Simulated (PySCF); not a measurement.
Gas-phase reaction: In(CH3)3 + H2 = InCH3 + 2 CH4. Level: ωB97X-V/def2-TZVP†; standard pressure 1 bar.

Energies from PySCF, thermal terms from the rigid-rotor harmonic-oscillator model, ideal gas at 1 bar. † marks an energy on the PBE0/def2-TZVP geometry and frequencies. All species are closed-shell singlets. In: scalar-relativistic def2 core potential, no spin-orbit coupling. Methyl groups turn as free rotors in In(CH3)3. InCH3: computed as isolated molecules; such fragments, hydroxides, amides, oligomers or adducts are transient or little studied in the gas. The harmonic model lacks anharmonicity and excited electronic states, which grow with temperature; levels with a mode under 35 cm⁻¹ are left out. Soft modes under 120 cm⁻¹ make the harmonic entropy rough for In(CH3)3.

| T (K) | 1000/T (1/K) | log10 K |
|---|---|---|
| 500 | 2.0000 | 12.56 |
| 600 | 1.6667 | ? |
| 800 | 1.2500 | 10.02 |
| 1000 | 1.0000 | 9.09 |
| 1200 | 0.8333 | 8.44 |
| 1400 | 0.7143 | 7.95 |

Fit log10 K = a + b·(1000/T) to the five rows, get the mean ΔH° and ΔS°, and predict log10 K at 600 K.

Means: 1000/T = 1.1595, log10 K = 9.612. Sums of products about the means: Sxy = 3.72021, Sxx = 1.044680, so b = Sxy/Sxx = 3.56 and a = 9.612 − (3.56)×1.1595 = 5.48.
ΔH° = −R ln 10 × 1000 K × b = −19.145 × (3.56) = -68 kJ; ΔS° = R ln 10 × a = 105 J/K. The run's own values go from -61 kJ and 118 J/K at 500 K to -80 kJ and 95 J/K at 1400 K.
Prediction at 600 K: 5.48 + (3.56)×1.6667 = 11.41. The computed value is 11.47, 0.06 from the line.
For scale, ΔH°(298 K) is -56 kJ at this level, -61 kJ at ωB97M-V/def2-TZVP†, and runs from -116 to -41 kJ over the 15 levels computed.
